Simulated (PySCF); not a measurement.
Si(Me)(Et)(Vi)(OMe), C6H14OSi, SMILES C=C[Si](C)(CC)OC, singlet at its GFN2-xTB optimised geometry (Å):

```
22

C      2.0777    -1.7558    -0.6094
C      1.2941    -0.8803     0.0000
Si    -0.6014    -0.8803     0.0000
C     -1.2442    -1.8652    -1.5030
C     -1.2746    -1.5559     1.6480
C     -2.7952    -1.6581     1.6921
O     -1.1633     0.6590     0.0000
C     -0.9811     1.6392    -0.9797
H      3.1555    -1.7037    -0.5640
H      1.6740    -2.5713    -1.1859
H      1.7708    -0.0856     0.5639
H     -0.7468    -1.5614    -2.4203
H     -2.3105    -1.7065    -1.6405
H     -1.0862    -2.9319    -1.3838
H     -0.8441    -2.5410     1.8281
H     -0.9409    -0.9181     2.4663
H     -3.1555    -2.3453     0.9305
H     -3.1316    -2.0189     2.6631
H     -3.2417    -0.6838     1.5136
H     -1.4044     2.5713    -0.6037
H      0.0800     1.7851    -1.1950
H     -1.4892     1.3609    -1.9060
```

Method: PySCF with PBE0/def2-SVP. Cells within 0.4 Å of a nucleus heavier than hydrogen are left out (blank, or x).

Map of the Laplacian of the electron density (e/bohr⁵), clipped to [-1.50, 1.50] on the plane z = 0.0 Å:

```
|5555555555555555555555555555555|
|5555555555555555555555555555555|
|5555555555555555555555555555555|
|5555555555555555555555555555555|
|5555555555555555555555555555555|
|5555555555555555555555555555555|
|5555555555555555555555555555555|
|5555555555555555555555555555555|
|5555555555555555555555555555555|
|5555555555555555555555555555555|
|5555555555555555555555555555555|
|5555555555566655555555555555555|
|5555555555663665555555555555555|
|55555555556xx165555555555555555|
|555555555560x465555555555555555|
|5555555555554555555555555555555|
|5555555555557995454345555555555|
|5555555555559xx943xx45555555555|
|5555555555559xx943xx45555555555|
|5555555555555995555335555555555|
|5555555555555555555545555555555|
|5555555555555555555555555555555|
|5555555555555555555555555555555|
|5555555555555555555555555555555|
|5555555555555555555555555555555|
|5555555555555555555555555555555|
|5555555555555555555555555555555|
|5555555555555555555555555555555|
|5555555555555555555555555555555|
|5555555555555555555555555555555|
|5555555555555555555555555555555|
```
Scale: ten equal steps from -1.50 (start of '0') to 1.50 (end of '9'), in the order '0123456789'; x runs from -5.50 to 5.50, y from -5.50 (bottom) to 5.50 (top).
